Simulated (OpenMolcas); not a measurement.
## Ta3+: moving the ligands

Ta3+ with 6 ligands (fluoride) in trigonal antiprismatic coordination (D3d) at 2.03 Å, a polar angle of 59.7° against the regular 54.74°. A charge of +0.5 e stands 2.6 Å behind each ligand. Ligand basis ANO-RCC-VDZP.

```json
{"Program": "OpenMolcas", "Method": "SS-CASPT2, IPEA 0.25 Eh, imaginary shift 0.1 Eh (the lowest 17 gerade and 18 ungerade orbitals frozen, chosen by energy and not by shell, so the metal 5p can be frozen and 4f correlated)", "Basis": "ANO-RCC-VDZP [7s6p4d2f1g]", "Scalar Hamiltonian": "DKH2, point nucleus", "Active space": "2 electrons in 5 orbitals (5d)", "State averaging": "2S+1 = 3 even, 10 roots; 2S+1 = 1 even, 15 roots", "Spin-orbit coupling": "RASSI with atomic mean-field integrals over the reference wave functions"}
```

Runs around this geometry, states (labels of D3, the rotations of D3d). Energies in cm-1 above the lowest state or level, χT in cm3 K/mol.

| R (Å) | Polar angle / regular | Ground state | First state of that spin | First gap with spin-orbit (degeneracies) | χT at 300 K | First state of another spin |
| --- | --- | --- | --- | --- | --- | --- |
| 2 | 1.09 | 3E | 3A2 2580 | 340 (2, 2) | 0.287 | 1E 6870 |
| 2.03 | 1.09 | 3E | 3A2 2350 | 310 (2, 2) | 0.267 | 1E 7300 |
| 2.03 | 1.199 | 3E | 3A2 6080 | 310 (1, 2) | 0.332 | 1A1 4930 |

Taking the first state of the same spin as R^-n, n = -ln(2350 / 2580) / ln(2.03 / 2) = 6.3 between the shortest and longest distance.

Roots that are degenerate in the reference are averaged as groups; the widest CASPT2 spread within a group is 67 cm-1 (the 2-fold group of multiplicity 3 near 28200 cm-1 above the lowest state of its run, R = 2.03, ratio = 1.199). Shifts and gaps below about the spread of the groups concerned are not significant. Over all roots computed the reference weight is 0.72 to 0.74 in R = 2 in ratio = 1.09, 0.73 to 0.74 in R = 2.03 in ratio = 1.09, 0.72 to 0.74 in R = 2.03 in ratio = 1.199; a low but even weight reflects the number of correlated electrons. An orbital doublet at a regular site is open to a Jahn-Teller distortion, which this geometry leaves out. Ligand-to-metal charge-transfer states are missing. With no ligand orbital active B as a rule stays too high, so bands that hang on it stand too high and its fall with covalency is understated. With one d shell and no ligand orbital active, 10Dq can be off by a tenth or more. The least metal-like active orbital is 78 % on the metal (Löwdin) and no ligand orbital is active, so the numbers are rough (holds for R = 2, ratio = 1.09). The least metal-like active orbital is 79 % on the metal (Löwdin) and no ligand orbital is active, so the numbers are rough (holds for R = 2.03, ratio = 1.09; R = 2.03, ratio = 1.199). No measured value stands beside these numbers; the geometry is a model, was not optimised and need not be the one that this ion takes.
